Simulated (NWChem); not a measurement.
System: C3H5BO2; SMILES OCB(O)C#C

Input file for NWChem:

```
start job
memory heap 200 mb stack 900 mb global 1100 mb
geometry units angstroms noautosym nocenter noautoz
  C      1.264268     2.058871    -0.029942
  C      0.404854     1.199991    -0.011006
  B     -0.635362     0.065855     0.002910
  O     -1.969075     0.328376     0.087006
  C     -0.178100    -1.441538    -0.136282
  O      1.201004    -1.702203     0.128187
  H      2.010644     2.822533    -0.043231
  H     -2.159231     1.277902     0.130073
  H     -0.762952    -2.069749     0.548935
  H     -0.455927    -1.789392    -1.151636
  H      1.701393    -0.907823    -0.115263
end
basis spherical
  C library def2-svp
  B library def2-svp
  O library def2-svp
  H library def2-svp
end
dft
  xc b3lyp
  iterations 150
  mulliken
end
task dft energy
esp
  recalculate
  probe 0.07
  range 0.3
  factor 1.0
  spacing 0.02
end
task esp
```

All runs use the structure optimised with B3LYP/6-31G* (spherical d).

Atomic charges in e: unrestrained fits to the electrostatic potential beside Mulliken populations; buried atoms are poorly determined by the fit.

Atoms are numbered as in the input.

**Question.** Give the results of this calculation. (B3LYP/def2-SVP.) Quantities: ESP C1; Mulliken C1; ESP C2; Mulliken C2; ESP B3; Mulliken B3; ESP O4; Mulliken O4; ESP C5; Mulliken C5; relative RMS misfit of the potential (%).

**Answer.** 
| Quantity | Value |
|---|---|
| ESP C1 | -0.26 |
| Mulliken C1 | -0.12 |
| ESP C2 | -0.19 |
| Mulliken C2 | 0.08 |
| ESP B3 | 0.43 |
| Mulliken B3 | -0.15 |
| ESP O4 | -0.64 |
| Mulliken O4 | -0.08 |
| ESP C5 | 0.29 |
| Mulliken C5 | 0.20 |
| relative RMS misfit of the potential (%) | 22 |
